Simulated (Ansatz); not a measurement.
Cost and result for the atomization energy of AlFH4Si2 (`F[SiH]1[AlH][SiH2]1`) (8 atoms, 8 bonds).

| atom | x (Å) | y (Å) | z (Å) |
| --- | --- | --- | --- |
| F1 | -1.0023 | -2.0153 | -1.3215 |
| Si2 | 0.1090 | -1.2146 | -0.4766 |
| Al3 | -0.1672 | 0.1624 | 1.4807 |
| Si4 | 0.5798 | 1.0165 | -0.5736 |
| H5 | 1.3389 | -2.0441 | -0.5436 |
| H6 | -0.7740 | 0.6087 | 2.8726 |
| H7 | 0.7419 | 2.1582 | -1.5260 |
| H8 | -0.8260 | 1.3283 | 0.0879 |

Charge 0, multiplicity 1. All single points use the PBE0-D4/def2-TZVP geometry. Program: Ansatz. All runs use 2 threads of an Arm Neoverse V1 on a shared host. Times are those of one run each, without the atoms' runs, and a repeat can differ threefold. Electronic energies, without spin–orbit coupling; frozen cores. CCSD(T)/CBS adds CCSD(T) − MP2 in def2-TZVPP to the MP2 limit, and its time is that of the two runs behind it. T1 = 0.016.

CCSD(T)/CBS is a level of theory with its own doubt, some kJ/mol a heavy atom from the limit and from the frozen cores, so smaller differences don't rank the functionals.

| level | functions | wall time |
| --- | --- | --- |
| CCSD(T)/def2-SVP | 88 | 2.7 s |
| revPBE-D4/def2-TZVPP | 213 | 3.1 s |
| PBE-D4/def2-TZVPP (with forces) | 213 | 3.7 s |
| PBE0-D4/def2-TZVPP | 213 | 4.6 s |
| BHLYP-D4/def2-TZVPP | 213 | 4.6 s |
| B2PLYP/def2-TZVPP | 213 | 8 s |
| r2SCANh-D4/def2-TZVPP | 213 | 8.5 s |
| PBE-QIDH/def2-TZVPP | 213 | 8.5 s |
| ωB97X-V/def2-TZVPP | 213 | 12 s |
| B97M-V/def2-TZVPP | 213 | 14 s |
| MP2/def2-QZVPP | 387 | 24 s |
| CCSD(T)/def2-TZVPP | 213 | 76 s |
| CCSD(T)/CBS(def2) | – | 100 s |

Problem. What atomization energy does each give, and how far from CCSD(T)/CBS? (Estimate.)

Solution. Ansatz gave: 
```tsv
level	atomization (kJ/mol)	difference from CCSD(T)/CBS	per bond
CCSD(T)/def2-SVP	2083.4	-212.0	-26.5
revPBE-D4/def2-TZVPP	2246.3	-49.1	-6.1
PBE-D4/def2-TZVPP (with forces)	2297.0	1.6	0.2
PBE0-D4/def2-TZVPP	2266.5	-28.9	-3.6
BHLYP-D4/def2-TZVPP	2212.8	-82.6	-10.3
B2PLYP/def2-TZVPP	2236.6	-58.8	-7.3
r2SCANh-D4/def2-TZVPP	2294.4	-1.0	-0.1
PBE-QIDH/def2-TZVPP	2259.1	-36.3	-4.5
ωB97X-V/def2-TZVPP	2304.8	9.4	1.2
B97M-V/def2-TZVPP	2352.0	56.6	7.1
MP2/def2-QZVPP	2282.0	-13.4	-1.7
CCSD(T)/def2-TZVPP	2219.7	-75.7	-9.5
CCSD(T)/CBS(def2)	2295.4	0.0	0.0
```

At CCSD(T), def2-SVP lies −212.0 kJ/mol from the extrapolated value and def2-TZVPP −75.6 kJ/mol: correlation converges slowly with the basis, and small sets miss more of it in the bonded molecule than in its fragments. In def2-TZVPP, CCSD(T) changes the Hartree–Fock value by +577.9 kJ/mol (the triples alone add +40.0 kJ/mol) and MP2 by +594.7 kJ/mol; breaking electron pairs costs correlation energy, which Hartree–Fock lacks. The D4 term adds +30.0 kJ/mol with B3LYP and +15.6 kJ/mol with PBE0; it sums over pairs of atoms, weighted by their polarisabilities, and B3LYP, whose exchange is more repulsive, gets the larger term.

B3LYP here is the variant with VWN-RPA as its local correlation; programs differ in this.
